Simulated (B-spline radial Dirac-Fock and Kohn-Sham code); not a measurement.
**Kohn-Sham estimates against Dirac-Fock for the levels of Ba⁶⁺**

System: Ba⁶⁺, [Kr] 4d10 5s2 5p2.

The density-functional columns are spherical, spin-unpolarised Dirac-Kohn-Sham results without Breit or QED terms: −ε is minus the orbital energy of the initial state and ΔSCF the difference of two total energies. The reference in the last column comes from Dirac-Fock (average of configuration) total-energy differences with a finite nucleus, the Breit interaction including its frequency dependence, and self-energy and vacuum-polarisation corrections. All numbers are from an atomic code on a B-spline grid, in eV; a selection of levels is shown. The Kohn-Sham columns are given as differences from the reference. For the 1s level of heavy atoms much of the gap between ΔSCF and the reference is the Breit and QED part, -139.0 eV here; for other levels the error of the functional can be larger.

```
level  PBE −ε − DF  PBE ΔSCF − DF  LDA −ε − DF  LDA ΔSCF − DF  Dirac-Fock
    K       -224.3         +167.8       -263.6         +127.4     37523.4
   L1       -125.2          -51.4       -130.1          -56.1      6079.1
   L2        -95.7           -4.2        -97.6           -5.9      5708.6
   L3       -100.5          -15.6       -101.9          -16.9      5331.7
   M1        -65.5          -38.2        -66.9          -39.5      1378.6
   M2        -53.3          -25.0        -53.7          -25.4      1223.2
   M3        -52.7          -25.5        -53.0          -25.7      1148.8
   M4        -34.6           -4.3        -34.3           -3.9       879.5
   M5        -35.0           -5.1        -34.7           -4.7       864.1
   N1        -30.6          -16.8        -31.1          -17.3       344.5
   N2        -24.0          -10.5        -24.1          -10.7       285.7
   N3        -23.9          -10.7        -24.1          -11.0       270.1
   N4        -11.7           +0.6        -11.6           +0.7       172.6
   N5        -11.8           +0.5        -11.7           +0.6       170.0
   O1         -5.5           +1.8         -5.0           +2.3       102.0
 O2,3         -5.6           +1.0         -5.2           +1.4       84.71
```

Values without a named source are computed, but for edge energies of neutral atoms, which are taken from tables.
